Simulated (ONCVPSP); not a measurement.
**Building the ONCV potential for Nd (PBEsol, fully relativistic).**

Nd, optimised norm-conserving Vanderbilt (ONCV), made with ONCVPSP 4.0.1 (PBEsol, fully relativistic). Core [Kr] 4d10, reference 4f3 5s2 5p6 (charge +3). Waves: 5s: rc 1.70 bohr, ncon 3, nbas 6, qcut 4.5 1/bohr, 2 projectors, debl 3.5 Ha; 5p: rc 1.55 bohr, ncon 4, nbas 9, qcut 4.3 1/bohr, 1 projector; d scattering state at 0.24 Ha: rc 1.85 bohr, ncon 5, nbas 10, qcut 6.2 1/bohr, 2 projectors, debl 1.6 Ha; 4f: rc 1.60 bohr, ncon 3, nbas 8, qcut 11.4 1/bohr, 2 projectors, debl 1.8 Ha. Local part: polynomial inside 1.50 bohr (lpopt 5, dvloc0 6 Ha). Core correction: Teter function fitted to the true core (icmod 2), fcfact 0.45.

Open shells are filled in proportion to 2j + 1.

In the d channel the program set the typed energies aside and used 0.050, 1.650 Ha (j = l + 1/2; the other j can differ).

Poles of the logarithmic derivatives, all-electron (AE) and pseudo (PS). s: poles at -1.0 (AE) and -1.0 (PS) Ha. p3/2: poles at 1.6 (AE) and 1.0 (PS) Ha. p1/2: poles at 1.1 (AE) and 0.8 (PS) Ha. d5/2: poles at 1.5 (AE) and 1.5 (PS) Ha. d3/2: poles at 1.5 (AE) and 1.5 (PS) Ha. f7/2: poles at -0.7 (AE) and -0.7 (PS) Ha. f5/2: poles at -0.8 (AE) and -0.8 (PS) Ha. Test radii: s 1.72, p3/2 1.58, p1/2 1.58, d5/2 1.87, d3/2 1.87, f7/2 1.62, f5/2 1.62 bohr.

- Cutoffs needed: 87 Ha and 113 Ha (the cutoffs (Ha) at which the residual kinetic energy of the hardest occupied pseudo-wave falls to 1 and 0.1 mHa per electron)
- Ghost test: no bound ghost flagged; GHOST(+) flagged for s at 154.8 eV
- Configuration tests: 3 of 4 tests not solved or not reliable; not counted: 4f4 5s2 5p6 6p2 (all-electron energy unsafe for a near-neutral lanthanide with less than one 5d electron, printed error +187 meV)
- rms error of d²Exc/dni dnj: 17.38 mHa without and 6.20 mHa with the model core
